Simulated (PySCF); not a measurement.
# Heteronuclear NMR

Atoms are numbered as in `[NH:1]=[C:2]1[CH2:3][SiH:4](/[CH:5]=[CH:6]/[F:7])[CH2:8]1`. Hydrogens are named by the atom that carries them. Ha(C3), Ha(C8) are cis to C5 on the ring; Hb(C3), Hb(C8) are trans to C5 on the ring.

- σ from GIAO-PBE0/pcSseg-1
- coordinates at the GFN2-xTB level
- code: PySCF 2.14
- in vacuum, relativity neglected, one computed conformer

**Question.** What are the ¹⁹F shifts?

**Answer.** 
```json
{"atoms": "F7", "environment": "vinylic fluorine", "σ (ppm)": "239.9", "δ (ppm)": "-70.5"}
```

Shieldings were converted by a linear fit to measured shifts: ¹⁹F: δ = 146.13 − 0.903σ +14.6 on sp3 carbon (rms 6.0 ppm, 223 shifts, 7.0 ppm with the 5 outliers that the fit left out vs CFCl3, solution or neat liquid). A few per cent of atoms miss by over 2 rms, more outside the fitted compound classes.

On a 300 MHz spectrometer ¹⁹F resonates near 282.3 MHz, so 1 ppm is 282.3 Hz.

**Question.** Where does ²⁹Si resonate?

**Answer.** 
```tsv
atoms	environment	σ (ppm)	δ (ppm)
Si4	silicon bonded to 3 C, H, in a 4-membered ring	395.2	-44.9
```

Shieldings were converted by a linear fit to measured shifts: ²⁹Si: δ = 279.94 − 0.822σ (rms 8.9 ppm, 72 shifts, 25.8 ppm with the 6 outliers that the fit left out vs TMS, solution or neat liquid). Occasional misses reach two or three times the rms, and more in compound classes unlike the fitted ones.

On a 300 MHz spectrometer ²⁹Si resonates near 59.6 MHz, so 1 ppm is 59.6 Hz.

**Question.** Where does ¹⁵N resonate?

**Answer.** 
```json
{"atoms": "N1", "environment": "imine nitrogen", "σ (ppm)": "-81.7", "δ (ppm)": "-72.7"}
```

Shieldings were converted by a linear fit to measured shifts: ¹⁵N: δ = -148.07 − 0.921σ (rms 6.3 ppm, 71 shifts vs CH3NO2, solution or neat liquid). A few per cent of atoms miss by over 2 rms, more outside the fitted compound classes.

On a 600 MHz spectrometer ¹⁵N resonates near 60.8 MHz, so 1 ppm is 60.8 Hz.
